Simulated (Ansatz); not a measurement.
System: BIF, charge 0, doublet. BIF (SMILES [B](F)I, doublet).
B3LYP-D3(BJ)/def2-TZVP minimum from Ansatz (a quantum-chemistry and plane-wave program):
```
B
F 1 1.2956
I 1 2.1532 2 123.66
```
Charge 0, spin multiplicity 2.

Total energies in hartree (Ansatz). UHF or UKS for unpaired electrons; spin-orbit terms are left out. Cores are frozen in correlated methods (noble-gas shells, and filled d and f shells in the p block). Past Kr the def2 sets carry scalar-relativistic core potentials. For partners of very few electrons the exact lower level stands in for a higher one. Spin-orbit terms, left out, reach several kcal/mol for Br and I, and more for heavier atoms.

| species | HF/def2-TZVPP | CCSD(T)/def2-TZVPP | HF/def2-QZVPP | CCSD(T)/def2-QZVPP | CCSDT(Q)/def2-TZVPP |
|---|---|---|---|---|---|
| 1: BIF (SMILES F[B]I, doublet) | -420.86005 | -421.35101 | -420.86687 | -421.40600 | -421.35286 |
| 2: B (doublet) | -24.53233 | -24.59791 | -24.53309 | -24.60074 | -24.59834 |
| 3: F (doublet) | -99.41180 | -99.62506 | -99.41589 | -99.65118 | -99.62536 |
| 4: I (doublet) | -296.65857 | -296.79430 | -296.65973 | -296.81374 | -296.79495 |

Task: Work out the atomisation energy (electronic, to ground-state atoms) in kcal/mol: take Hartree-Fock from def2-QZVPP, extrapolate the CCSD(T) correlation energy as X^-3 (X = 3, 4), and add CCSDT(Q) - CCSD(T) in def2-TZVPP. 1 hartree = 627.51 kcal/mol.

Result: 
Species 1: correlation (64·(-0.53913) - 27·(-0.49096))/37 = -0.57428; step -0.00185; E1 = -420.86687 + (-0.57428) + (-0.00185) = -421.44300
Species 2: correlation (64·(-0.06765) - 27·(-0.06558))/37 = -0.06916; step -0.00043; E2 = -24.53309 + (-0.06916) + (-0.00043) = -24.60268
Species 3: correlation (64·(-0.23529) - 27·(-0.21326))/37 = -0.25137; step -0.00030; E3 = -99.41589 + (-0.25137) + (-0.00030) = -99.66756
Species 4: correlation (64·(-0.15401) - 27·(-0.13573))/37 = -0.16735; step -0.00065; E4 = -296.65973 + (-0.16735) + (-0.00065) = -296.82773
-1·E1 +1·E2 +1·E3 +1·E4 = 0.34503 hartree = 216.5 kcal/mol.
